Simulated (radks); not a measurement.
Values are calculated unless marked as measured or tabulated.
Valence configurations of V (all share [Ar]). Level of theory: non-relativistic Kohn-Sham, TPSS, spin-unpolarised, spherical densities, point nucleus; meta-GGA in the generalised Kohn-Sham scheme (a radial shooting solver on a logarithmic mesh with Libxc functionals). Energies are relative to 3d3 4s2; eigenvalues in eV.

| valence | E (eV) | e(3d) | e(4p) | e(4s) |
|---|---|---|---|---|
| 3d3 4s2 | 0.000 | -5.245 | - | -4.655 |
| 3d3 4s1 4p1 | 3.308 | -6.545 | -2.039 | -5.400 |
| 3d4 4s1 | 0.452 | -2.367 | - | -3.672 |
| 3d1 4s2 4p2 | 16.620 | -17.098 | -3.690 | -8.306 |
| 3d2 4s1 4p2 | 9.887 | -11.941 | -3.109 | -7.129 |
| 3d3 4s1.5 4p0.5 | 1.639 | -5.917 | -1.739 | -5.050 |
| 3d3.5 4s1.5 | -0.010 | -3.621 | - | -4.121 |
| 3d1.5 4s1 4p2.5 | 14.924 | -14.972 | -3.623 | -7.974 |
| 3d1.5 4s1.5 4p2 | 12.756 | -14.414 | -3.394 | -7.715 |
| 3d3 4p2 | 6.697 | -7.725 | -2.586 | - |

NIST lists [Ar] 3d3 4s2 as the ground configuration; this level of theory puts 3d3.5 4s1.5 lower, by 0.010 eV. The energies are those of spherical spin-averaged densities, not of single terms.
